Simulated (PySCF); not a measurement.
PySCF 2.14 output of an unrestricted PBE calculation on a single atom or ion in 6-31G* (5s4p2d1f, 34 functions), with no relativity, point nucleus:

```
SCF conv_tol = 1e-09
number electrons alpha = 15  beta = 14
    J. P. Perdew, K. Burke, and M. Ernzerhof.,  Phys. Rev. Lett. 77, 3865 (1996)
    J. P. Perdew, K. Burke, and M. Ernzerhof.,  Phys. Rev. Lett. 78, 1396 (1997)
    J. P. Perdew, K. Burke, and M. Ernzerhof.,  Phys. Rev. Lett. 77, 3865 (1996)
    J. P. Perdew, K. Burke, and M. Ernzerhof.,  Phys. Rev. Lett. 78, 1396 (1997)
cycle= 1 E= -1639.79279204888  delta_E= -0.000477  |g|= 0.151  |ddm|= 0.308
cycle= 2 E= -1639.78616914439  delta_E= 0.00662  |g|= 0.241  |ddm|= 0.126
cycle= 3 E= -1639.79695917428  delta_E= -0.0108  |g|= 0.00117  |ddm|= 0.0819
cycle= 4 E= -1639.79695946204  delta_E= -2.88e-07  |g|= 8.71e-05  |ddm|= 0.0011
cycle= 5 E= -1639.79695946384  delta_E= -1.8e-09  |g|= 8.08e-06  |ddm|= 8.93e-05
cycle= 6 E= -1639.79695946386  delta_E= -1.32e-11  |g|= 3.84e-08  |ddm|= 2.46e-06
converged SCF energy = -1639.79695946386  <S^2> = 0.75012408  2S+1 = 2.0001241
```

The run itself started from symmetry-adapted Hartree-Fock orbitals and held the occupation by maximum overlap, on a logarithmic radial grid, so the iterations belong to that start.

**Question.** Which element, charge and spin multiplicity is this?

**Answer.** Cu (copper, neutral), multiplicity 2; the state was [Ar] 3d10 4s1, 2S determinant.

At PBE the highest occupied level has a positive energy, so only the finite basis holds that electron; for this excited configuration the basis is too tight for the outer shell.
